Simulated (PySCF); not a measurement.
Job file and geometry (Å, from GFN2-xTB) of an NMR shielding run on `InChI=1S/C4H4B2ClF/c7-3-4(8)6-2-1-5-3/h1-2,5-6H`, GIAO PBE0/pcSseg-1 NMR shielding, non-relativistic, gas phase (PySCF 2.14.0, density-fitted response routines); density fitting, a coarse starting grid and PySCF grid level 2 are the driver's defaults:

```
$ OMP_NUM_THREADS=1 python probes_run.py task.json out

{"job": {"kind": "nmr", "xc": "PBE0", "basis": "pcSseg-1"}, "charge": 0, "multiplicity": 1}
F      2.385985     1.427973     0.008907
C      1.229383     0.719616     0.004252
C      1.282975    -0.630223     0.009806
Cl     2.819403    -1.432342     0.022679
B     -0.027390    -1.470374     0.005347
C     -1.375056    -0.695400    -0.009230
C     -1.414695     0.650736    -0.017061
B     -0.111284     1.498956    -0.008803
H      0.020391    -2.636881     0.011769
H     -2.312345    -1.242916    -0.014216
H     -2.381908     1.143347    -0.029119
H     -0.114261     2.666823    -0.010356
```

Question: Write the output of this run.

Answer: 
```
coarse grid: 11712 points
cycle   1  E = -763.8741749050  dE =  1.090e+00  |g| = 4.610e-01  |ddm| = 3.357e+00
cycle   2  E = -763.8463156757  dE =  2.786e-02  |g| = 6.358e-01  |ddm| = 8.262e-01
cycle   3  E = -763.9164492358  dE = -7.013e-02  |g| = 8.428e-02  |ddm| = 4.995e-01
cycle   4  E = -763.9176113713  dE = -1.162e-03  |g| = 3.500e-02  |ddm| = 9.011e-02
cycle   5  E = -763.9178729184  dE = -2.615e-04  |g| = 1.253e-02  |ddm| = 4.151e-02
cycle   6  E = -763.9179078312  dE = -3.491e-05  |g| = 4.751e-03  |ddm| = 1.446e-02
cycle   7  E = -763.9179137562  dE = -5.925e-06  |g| = 1.290e-03  |ddm| = 5.435e-03
final grid: 112088 points
cycle   8  E = -763.9671459786  dE = -3.831e-05  |g| = 7.664e-03  |ddm| = 3.381e-02
cycle   9  E = -763.9671335336  dE =  1.244e-05  |g| = 1.067e-02  |ddm| = 1.602e-02
cycle  10  E = -763.9671600522  dE = -2.652e-05  |g| = 1.634e-03  |ddm| = 9.671e-03
cycle  11  E = -763.9671605717  dE = -5.195e-07  |g| = 5.592e-04  |ddm| = 1.671e-03
cycle  12  E = -763.9671606516  dE = -7.999e-08  |g| = 1.899e-04  |ddm| = 5.981e-04
cycle  13  E = -763.9671606592  dE = -7.527e-09  |g| = 4.258e-05  |ddm| = 1.741e-04
cycle  14  E = -763.9671606596  dE = -3.929e-10  |g| = 1.350e-05  |ddm| = 5.412e-05
converged SCF energy = -763.9671606596

GIAO shielding tensors (ppm)
atom      isotropic    diamagn.    paramagn.     s11        s22        s33       span
  0 F      237.731     471.688    -233.958    111.001    206.073    396.118    285.117
  1 C       -5.526     251.625    -257.151   -107.439     22.723     68.137    175.576
  2 C       33.706     257.245    -223.539    -53.913     36.149    118.882    172.795
  3 Cl     690.288    1145.072    -454.784    476.298    794.803    799.761    323.463
  4 B       38.300     190.126    -151.825     -8.402     14.384    108.919    117.322
  5 C       21.785     256.734    -234.949   -103.876     -1.078    170.310    274.186
  6 C       23.401     256.909    -233.508   -100.393      1.075    169.520    269.913
  7 B       42.844     193.095    -150.252     -7.342     19.044    116.828    124.169
  8 H       25.540      29.000      -3.460     20.979     26.730     28.910      7.932
  9 H       24.150      30.173      -6.023     20.160     25.176     27.114      6.954
 10 H       24.284      30.184      -5.900     20.413     25.159     27.281      6.868
 11 H       25.550      29.255      -3.705     21.813     27.120     27.716      5.903
```

Size and cost of the density-fitted run: 163 basis functions, 66 s wall time on 1 thread of an Intel Xeon, shared host; peak memory 0.73 GiB.
